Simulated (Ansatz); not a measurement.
Calculated with Ansatz (gas phase, PBE0-D4/def2-TZVP geometries, no zero-point term in ΔE). CCSD(T)/CBS is the MP2 limit (def2-TZVPP, def2-QZVPP) plus CCSD(T) − MP2 in def2-TZVPP, frozen cores. This one scheme is used for every species. DFT in def2-TZVPP. HSE06 is defined as in plane-wave codes. Triplets are unrestricted, without spin–orbit coupling. Each species was taken in one conformer, which may not be the lowest.

Reaction (formal loss of a carbene): `CB(C)CN` → `CBCN` + `[CH2]` (triplet)

`CB(C)CN`:

Z-matrix (Å, degrees):
```
C
B 1 1.566
H 1 1.095 2 111.1
H 1 1.092 2 114.9 3 125.1
H 1 1.100 2 108.5 3 -115.1
C 2 1.567 1 121.0 3 -135.2
C 2 1.569 1 120.5 3 45.7
H 6 1.096 2 111.3 1 -48.6
H 6 1.098 2 108.3 1 66.3
H 6 1.093 2 115.2 1 -172.9
N 7 1.454 2 116.7 1 -6.5
H 7 1.100 2 106.4 1 -128.4
H 7 1.109 2 105.8 1 122.0
H 11 1.011 7 111.7 2 171.5
H 11 1.011 7 111.0 2 51.9
```

`CBCN`:

```xyz
12

C    -1.633   -0.057   -0.927
B    -0.609   -0.105    0.245
C     0.912    0.124    0.017
N     1.719    0.348    1.202
H    -1.194    0.035   -1.924
H    -2.273    0.821   -0.764
H    -2.319   -0.910   -0.911
H    -1.005   -0.358    1.354
H     1.199   -0.778   -0.572
H     1.053    0.950   -0.694
H     2.704    0.205    1.026
H     1.445   -0.276    1.948
```

`[CH2]` (triplet):

Z-matrix (Å, degrees):
```
C
H 1 1.079
H 1 1.079 2 134.9
```

Is it downhill or uphill in electronic energy at CCSD(T)/CBS, and by how much? (Estimate.)

Computed: Uphill: ΔE = +5.05 eV.

What do these levels give: ωB97X-V, PBE, HSE06, LC-ωPBE, MP2/def2-QZVPP, CCSD/CBS(def2)? (An estimate is asked.)

The calculation gave: ωB97X-V 5.15, PBE 5.05, HSE06 4.97, LC-ωPBE 4.93, MP2/def2-QZVPP 5.15, CCSD/CBS(def2) 4.93 eV.

Largest T1 diagnostic among the species: 0.011.

In def2-TZVPP, CCSD(T) changes the Hartree–Fock value by +1.50 eV (the triples alone add +0.12 eV) and MP2 by +1.64 eV. Leaving LDA and LC-ωPBE aside and taking each functional with its dispersion term where it has one, the values, not all of them listed here, spread over 0.34 eV, from r2SCAN0-D4 to ωB97X-V. LDA lies +0.81 eV from PBE without D4. From r2SCAN to r2SCAN0 (25 % exact exchange), in def2-TZVPP and without D4, ΔE moves by −0.05 eV.
